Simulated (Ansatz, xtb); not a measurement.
# Relative energy of two isomers of C5H7OPS

Structure X is `CSC1=PC=C(C)O1`, a singlet and structure Y is `C[P@H](=O)c1ccsc1`, a singlet. Both are isolated molecules in the gas phase, relaxed with B3LYP-D3(BJ)/def2-SVP; the shapes shown needn't be the lowest conformers.

X (Å):

```xyz
15

C    -1.7385    1.3405    0.8284
C     0.5798   -0.1365    0.6250
C     1.8692    0.0990   -1.2200
C     1.9664    0.4125   -2.6733
C     2.8252   -0.2003   -0.2959
O     0.6071    0.1220   -0.7100
P     2.1255   -0.4251    1.3378
S    -0.9996   -0.2429    1.3732
H    -1.1830    2.1916    1.2476
H    -1.7548    1.3981   -0.2679
H    -2.7690    1.3479    1.2103
H     1.5962    1.4297   -2.8843
H     1.3616   -0.2890   -3.2711
H     3.0109    0.3463   -3.0051
H     3.8843   -0.2655   -0.5455
```

Y (Å):

```xyz
15

C    -2.2361    2.3034    0.5238
C    -0.4424    0.1158   -0.0784
C    -0.5628    0.0106   -1.5047
C     0.5888   -0.4452   -2.0927
C     0.7999   -0.2664    0.3739
O    -1.1949    0.6276    2.5357
P    -1.6823    0.6706    1.1185
S     1.8289   -0.7521   -0.9213
H    -1.3903    3.0034    0.5918
H    -3.0514    2.6618    1.1697
H    -2.5870    2.2501   -0.5186
H    -2.8151   -0.1505    0.8201
H    -1.4643    0.2586   -2.0676
H     0.7796   -0.6198   -3.1507
H     1.1322   -0.2802    1.4113
```

Quicker runs give these differences E(Y) − E(X): GFN2-xTB −136.5 kJ/mol; HF/STO-3G +366.7 kJ/mol (at GFN2-xTB geometries); r2SCAN-D4/def2-SVP −63.6 kJ/mol (at GFN2-xTB geometries).

Question: Estimate E(Y) − E(X) at the level CCSD(T)/def2-SVP + ΔMP2/def2-TZVPP.

Answer: Calculated at CCSD(T)/def2-SVP + ΔMP2/def2-TZVPP: E(Y) − E(X) = −131.4 kJ/mol, so structure Y lies lower.

Level by level:

```csv
level,geometry,E(Y) − E(X) (kJ/mol),departure from the last row (kJ/mol),"job, with rough time for the two"
GFN2-xTB,GFN2-xTB,−136.5,−5.1,"optimisation, 0.26 s"
HF/STO-3G,GFN2-xTB,+366.7,+498.1,"single point, 0.5 s"
r2SCAN-D4/def2-SVP,GFN2-xTB,−63.6,+67.8,"single point, 4.9 s"
B3LYP-D3(BJ)/def2-SVP,B3LYP-D3(BJ)/def2-SVP,−62.4,+69.0,"optimisation, 2 min"
HF/def2-SVP,B3LYP-D3(BJ)/def2-SVP,−80.6,+50.8,part of the CCSD(T) run
MP2/def2-SVP,B3LYP-D3(BJ)/def2-SVP,−71.5,+59.9,part of the CCSD(T) run
CCSD(T)/def2-SVP,B3LYP-D3(BJ)/def2-SVP,−55.0,+76.4,single point
CCSD(T)/def2-SVP + ΔMP2/def2-TZVPP,B3LYP-D3(BJ)/def2-SVP,−131.4,,"single point, 2 min"
```

As drawn, Y has 1 C–P, 1 O=P, 3 C∷C, 2 C∷S, 1 P–H in place of 2 C–S, 2 C–O, 1 C–C, 1 C=C, 1 C=P, 1 C–H (∷ is an aromatic bond). Structure X has a 5-membered ring, Y a 5-membered ring (with an aromatic ring).

HF/STO-3G puts the two in the other order. The largest departure from CCSD(T)/def2-SVP + ΔMP2/def2-TZVPP is that of HF/STO-3G, 498.1 kJ/mol. The last row adds to CCSD(T) the change of the MP2 difference between the two basis sets, here −76.4 kJ/mol, a large step that makes the value less sure.

With thermal terms from frequencies at re-optimised GFN2-xTB minima (ideal gas, soft modes damped towards free rotors, one conformer each, 298.15 K, 1 atm): on the last row, ΔE + ΔZPE = −137.8, ΔH = −139.4, ΔG = −135.6 kJ/mol.

The correlated steps freeze 16 core orbitals. Mirror images aren't counted in ΔG. Programs: Ansatz 0.2.0, xtb 6.7.1; the last row on 4 threads of Arm Neoverse V1 on a shared host.
